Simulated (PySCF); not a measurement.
Li(Me) (CH₃Li), SMILES [Li][CH3]. Atoms are numbered in the order given.

```xyz
5

Li     0.0000     0.0000    -1.5818
C      0.0000     0.0000     0.3870
H      0.8782     0.5071     0.8078
H      0.0000    -1.0141     0.8078
H     -0.8782     0.5071     0.8078
```

Coordinates come from a B3LYP-D3(BJ)/def2-TZVPD optimisation. The isomer is the one that the SMILES or the coordinates give; other isomers of the formula were not compared.

Two levels are set side by side: PBE/pcJ-1 (PySCF) and PBE0/pcJ-1 (PySCF). One-bond couplings, all four terms, same geometry. Isotopes: 13C, 1H, 7Li. Differences are taken from unrounded values.

```json
[
 {"quantity": "¹J(C2,H3) (Hz)", "PBE0": "110.0", "PBE": "108.2", "PBE minus PBE0": "-1.9"},
 {"quantity": "¹J(C2,H4) (Hz)", "PBE0": "110.1", "PBE": "108.2", "PBE minus PBE0": "-1.9"},
 {"quantity": "¹J(C2,H5) (Hz)", "PBE0": "110.0", "PBE": "108.2", "PBE minus PBE0": "-1.8"}
]
```

Here PBE gives about what the other level gives.

Rough cost on one machine, each run with all the roots and properties that it gave: PBE0 against PBE within a factor of 2.
